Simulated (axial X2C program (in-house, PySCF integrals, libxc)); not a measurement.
**F or Br: which binds elements of chip processing more strongly?**

All values come from calculations with an axial X2C code built on PySCF integrals, spin-free (one-electron X2C) or two-component (2c: spin–orbit coupling with atomic mean-field Coulomb and Gaunt terms, which also bring small scalar terms), in Dyall basis sets with cores contracted in-house; open shells are unrestricted.

Level CCSD(T), spin-free. Dyall triple-zeta sets: BF v3z/av3z; BBr v3z/cv3z; AlF v3z/av3z; AlBr v3z/cv3z; PF v3z/av3z; PBr v3z/cv3z; TiF cv3z/av3z; TiBr cv3z/cv3z; GaF cv3z/av3z; GaBr cv3z/cv3z; GeF cv3z/av3z; GeBr cv3z/cv3z; AsF cv3z/av3z; AsBr cv3z/cv3z; ZrF cv3z/av3z; ZrBr cv3z/cv3z. Frozen shells (counts by l): BF F 1s, B 1s, 10 electrons correlated; BBr Br 3s2p1d, B 1s, 10 electrons correlated; AlF Al 2s1p, F 1s, 10 electrons correlated; AlBr Br 3s2p1d, Al 2s1p, 10 electrons correlated; PF P 2s1p, F 1s, 12 electrons correlated; PBr Br 3s2p1d, P 2s1p, 12 electrons correlated; TiF Ti 3s2p, F 1s, 11 electrons correlated; TiBr Br 3s2p1d, Ti 3s2p, 11 electrons correlated; GaF Ga 3s2p1d, F 1s, 10 electrons correlated; GaBr Br 3s2p1d, Ga 3s2p1d, 10 electrons correlated; GeF Ge 3s2p1d, F 1s, 11 electrons correlated; GeBr Br 3s2p1d, Ge 3s2p1d, 11 electrons correlated; AsF As 3s2p1d, F 1s, 12 electrons correlated; AsBr Br 3s2p1d, As 3s2p1d, 12 electrons correlated; ZrF Zr 4s3p1d, F 1s, 11 electrons correlated; ZrBr Zr 4s3p1d, Br 3s2p1d, 11 electrons correlated. Coupled cluster in natural virtuals with an MP2 remainder. Where the outer core of a metal is frozen, bonds come out longer and ionisation energies lower.

Diatomic bonds are a first guide to the radicals met in plasma etching, cleaning and deposition, though surfaces and higher halides or oxides behave in their own way.

| element M | state of MF | Re MF (Å) | D0 MF (eV) | state of MBr | Re MBr (Å) | D0 MBr (eV) |
| --- | --- | --- | --- | --- | --- | --- |
| B | M_S = 0, Λ = 0 | 1.274 | 7.63 | M_S = 0, Λ = 0 | 1.893 | 4.37 |
| Al | M_S = 0, Λ = 0 | 1.677 | 6.82 | M_S = 0, Λ = 0 | 2.316 | 4.45 |
| P | M_S = 1, Λ = 0 | 1.614 | 4.36 | M_S = 1, Λ = 0 | 2.197 | 2.54 |
| Ti | M_S = 3/2, Λ = 0 | 1.814 | 5.32 | M_S = 3/2, Λ = 3 | 2.458 | 3.52 |
| Ga | M_S = 0, Λ = 0 | 1.791 | 6.04 | M_S = 0, Λ = 0 | 2.380 | 4.20 |
| Ge | M_S = 1/2, Λ = 1 | 1.758 | 5.19 | M_S = 1/2, Λ = 1 | 2.337 | 3.39 |
| As | M_S = 1, Λ = 0 | 1.749 | 4.00 | M_S = 1, Λ = 0 | 2.315 | 2.44 |
| Zr | M_S = 3/2, Λ = 0 | 1.913 | 5.99 | M_S = 3/2, Λ = 0 | 2.523 | 3.81 |

(1) Work out the energy at 0 K of MF + Br → MBr + F for each element.

(2) For which element is the exchange to Br most and for which least favourable, and what is the energy of AsF + BBr → AsBr + BF?

Each entry is the lowest single determinant of a limited PBE0 search at one distance. D0 = De minus the zero-point energy; De goes to single-determinant-based atoms at the same level (for ions the charge split of lowest energy) and is withheld (n/a) where an atom does not fit its ground term or J level. Main or longest-lived isotopes. One determinant is a doubtful description, or other states lie close, for PBr, TiF, TiBr, AsF, AsBr, ZrF, ZrBr; these need not be ground states, and all values refer to the states named. Spin-free values lack the spin–orbit lowering of the atoms, a third of the ²P splitting for halogens (0.036 eV for Cl, 0.152 eV for Br from NIST levels). These D0 were not checked against measured values; triple-zeta sets, frozen cores and single determinants leave errors of some tenths of an eV, more for transition metals.

## Answers

(1) ΔE = D0(MF) − D0(MBr) at CCSD(T), spin-free: B 3.26, Al 2.37, P 1.82, Ti 1.80, Ga 1.84, Ge 1.80, As 1.56, Zr 2.18 eV (negative: the exchange gives off energy).

(2) As most (1.56 eV), B least (3.26 eV). The atoms cancel in the double exchange: ΔE = 1.56 − (3.26) = -1.70 eV, a figure less sensitive to errors in the atoms than D0 itself.
